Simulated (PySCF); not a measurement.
Compound: C5H5O4 (charge -1).
SMILES: `O=COC1(C(=O)[O-])CC1`

Closed-shell single points with PySCF (density fitting; grid level 2 and gas phase unless stated) on one GFN2-xTB geometry.

Question: Rank these settings by the HOMO–LUMO gap, lowest first.
A. LDA/aug-cc-pVDZ
B. PBE0/pcSseg-1, IEF-PCM tetrahydrofuran
C. PBE0/pcSseg-1

Answer: A (3.63 eV), C (7.48 eV), B (7.76 eV).

Question: Rank these settings by the HOMO energy, lowest first.
A. LDA/aug-cc-pVDZ
B. PBE0/pcSseg-1, IEF-PCM tetrahydrofuran
C. PBE0/pcSseg-1

Answer: B (-6.17 eV), C (-2.16 eV), A (-1.18 eV).

All figures of these runs:

| settings | basis functions | SCF cycles | E (Eh) | HOMO (eV) | LUMO (eV) |
| --- | --- | --- | --- | --- | --- |
| LDA/aug-cc-pVDZ | 252 | 18 | -490.6731 | -1.18 | 2.45 |
| PBE0/pcSseg-1 | 178 | 15 | -493.8808 | -2.16 | 5.32 |
| PBE0/pcSseg-1, IEF-PCM tetrahydrofuran | 178 | 15 | -493.9630 | -6.17 | 1.59 |

Cycle counts include a coarse-grid stage where the run had one. The species at its GFN2-xTB geometry (one conformer only).

Conformer computed: `[O:1]=[CH:2][O:3][C:4]1([C:5](=[O:6])[O-:7])[CH2:8][CH2:9]1`: O1–C2–O3–C4 -82°, C2–O3–C4–C5 -33°, O3–C4–C5–O6 -167°.
